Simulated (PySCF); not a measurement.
Species: C3H7FP2Si.
Numbering: `[CH3:1][C:2]#[C:3][Si:4]([F:5])([PH2:6])[PH2:7]` (hydrogens: H8, H9, H10 on C1; H11, H12 on P6; H13, H14 on P7)

Theory: PySCF 2.14.0, BHandHLYP/def2-SVP geometry optimisation, gas phase.

(1) What internal coordinates does the optimisation give?

## Answers

(1) 
```json
{"bond": "C1–C2", "length (Å)": "1.453"}
{"bond": "C2≡C3", "length (Å)": "1.208"}
{"bond": "C3–Si4", "length (Å)": "1.816"}
{"bond": "Si4–F5", "length (Å)": "1.621"}
{"bond": "Si4–P6, Si4–P7", "length (Å)": "2.255"}
{"bond": "C1–H8, C1–H9, C1–H10", "length (Å)": "1.093"}
{"bond": "P6–H11 and 3 like bonds", "length (Å)": "1.418"}
```

Bonds in one row agree within 0.01 Å and their mean is given. A selection of angles:
```json
{"angle": "C2–C1–H8", "degrees": "110.8"}
{"angle": "H8–C1–H9", "degrees": "108.2"}
{"angle": "C1–C2–C3", "degrees": "179.6"}
{"angle": "C2–C3–Si4", "degrees": "178.0"}
{"angle": "C3–Si4–F5", "degrees": "108.5"}
{"angle": "C3–Si4–P6", "degrees": "113.6"}
{"angle": "C3–Si4–P7", "degrees": "108.2"}
{"angle": "F5–Si4–P6", "degrees": "105.4"}
{"angle": "F5–Si4–P7", "degrees": "106.9"}
{"angle": "P6–Si4–P7", "degrees": "113.8"}
{"angle": "Si4–P6–H11", "degrees": "93.4"}
{"angle": "Si4–P6–H12", "degrees": "94.7"}
{"angle": "H11–P6–H12", "degrees": "94.6"}
```

P6 (three-coordinate phosphorus) is pyramidal (angles 94.7°, 94.6° and 93.4°, sum 282.7°, 0.85 Å off the plane of its three neighbours). The 2 C–C bonds span 1.208 Å (C2≡C3, drawn triple) to 1.453 Å (C1–C2, drawn single), a spread of 0.245 Å. Si4 (fluorine-bound silicon) is distorted tetrahedral (angles from 105.4° to 113.8°).

Not checked by BHandHLYP/def2-SVP frequencies. One conformer, not necessarily the lowest (C3–Si4–P6–H 52° and -43°, C3–Si4–P7–H -65° and -159°).
